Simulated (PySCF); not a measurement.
Two species compared at the same levels of theory.

First species: trans-Sn(PH3)2Cl4.
SMILES: `[PH3]->[Sn](<-[PH3])([Cl])([Cl])([Cl])[Cl]`

Second species: dimethylphosphine, C2H7P.
Numbering: `[CH3:1][PH:2][CH3:3]` (hydrogens: H4, H5, H6 on C1; H7 on P2; H8, H9, H10 on C3)

Levels: PBE0/def2-SVPD for dipole moment, HOMO energy, LUMO energy, HOMO–LUMO gap and static isotropic polarisability; TDDFT PBE0/def2-SVPD for lowest singlet excitation; TDA PBE0/def2-SVPD for lowest triplet excitation (Tamm–Dancoff); ΔSCF PBE0/def2-SVPD for vertical ionisation energy; PBE0-D3(BJ)/def2-SVP for rotational constant A and rotational constant C. Geometries: PBE0-D3(BJ)/def2-SVP. Each species is one conformer at its optimised geometry, gas phase (atoms past krypton carry core potentials, spin–orbit coupling is left out). Electronic properties by PySCF.

Values for the first species:

| Property | Result |
| --- | --- |
| Dipole moment | 0.49 D |
| HOMO energy | -7.85 eV |
| LUMO energy | -2.81 eV |
| HOMO–LUMO gap | 5.04 eV |
| Lowest singlet excitation | 3.79 eV |
| Lowest triplet excitation (Tamm–Dancoff) | 3.55 eV |
| Static isotropic polarisability | 157.3 au |
| Vertical ionisation energy | 9.47 eV |
| Rotational constant A | 0.626 GHz |
| Rotational constant C | 0.544 GHz |

**Question.** Estimate the same properties for the second species, and the change in each.

**Answer.** 
```tsv
property	first	second	second less first
dipole moment	0.49 D	1.32 D	+0.83 D
HOMO energy	-7.85 eV	-6.69 eV	+1.16 eV
LUMO energy	-2.81 eV	0.53 eV	+3.34 eV
HOMO–LUMO gap	5.04 eV	7.22 eV	+2.18 eV
lowest singlet excitation	3.79 eV	6.09 eV	+2.30 eV
lowest triplet excitation (Tamm–Dancoff)	3.55 eV	5.18 eV	+1.63 eV
static isotropic polarisability	157.3 au	53.9 au	-103.4 au
vertical ionisation energy	9.47 eV	8.92 eV	-0.55 eV
rotational constant A	0.626 GHz	15.954 GHz	+15.328 GHz
rotational constant C	0.544 GHz	5.368 GHz	+4.824 GHz
```

On the first: The polarisability is 23.31 Å³ as a volume (1 au = 0.148185 Å³). The dipole matches unit charges of opposite sign 0.10 Å apart (1 e·Å = 4.8032 D). Atoms past krypton carry effective core potentials; spin–orbit coupling is left out.

On the second: The principal polarisabilities are 47.8, 53.3 and 60.5 au; their mean is the isotropic value. The vertical singlet–triplet gap S1 − T1 is 0.91 eV (TDDFT singlet less Tamm–Dancoff triplet; S1: HOMO→LUMO, weight 0.98; T1: HOMO→LUMO, weight 0.74).
